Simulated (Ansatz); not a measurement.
# Energy profile

The step: BBrCl₂ ([Cl][B]([Cl])[Br]) + HCl → BCl₃ ([Cl][B]([Cl])[Cl]) + HBr; bonds formed: B1–Cl6, Br2–H5; bonds broken: B1–Br2, H5–Cl6 (atoms numbered as in the saddle structure below).

```csv
atom,x (Å),y (Å),z (Å)
B1,-0.3019,0.3462,-0.2757
Br2,0.6008,0.2581,1.7248
Cl3,0.4541,1.6164,-1.2330
Cl4,-2.0579,0.2818,-0.1584
H5,0.8610,-1.0631,0.6923
Cl6,0.4440,-1.4394,-0.7499
```

Electronic energies by CCSD(T) at an estimated basis limit (MP2 extrapolated from triple and quadruple zeta, plus CCSD(T) − MP2 in triple zeta), on PBE0-D4/def2-TZVP structures; BHBrCl3, singlet; no counterpoise correction. Ansatz 0.2.0; basis: def2-TZVPP and def2-QZVPP; cores frozen in the correlated methods. Filled d shells of the heavier atoms are correlated. The def2 sets are not built for correlating such inner shells, so the correlated values are less sure here. Extrapolation: Hartree–Fock as exp(−7.88 √X), correlation as X^−2.97.

Question: Give the profile in kJ/mol, counted from the separated reactants. (To be estimated.)

Answer: The calculation gives:
| point | kJ/mol |
| --- | --- |
| separated: BBrCl2 (linked as [Cl][B]([Cl])[Br]; B1, Br2, Cl3, Cl4; singlet) + HCl (H5, Cl6; singlet) | 0.0 |
| start structure | -8.7 |
| saddle | 92.7 |
| end structure | -16.2 |
| separated: BCl3 (linked as [Cl][B]([Cl])[Cl]; B1, Cl3, Cl4, Cl6; singlet) + HBr (Br2, H5; singlet) | -7.1 |

T1 diagnostic: at most 0.012.

For scale, one of the runs: CCSD(T)/def2-TZVPP, 219 basis functions, launched by `ansatz run in.yaml --threads 8 --pin off --events-out ev --progress --plain --max-ram 19148MiB`. Hardware: 8 CPU threads of an AMD EPYC 9R45, shared host. Wall time 20 s; peak host memory 3.2 GiB.
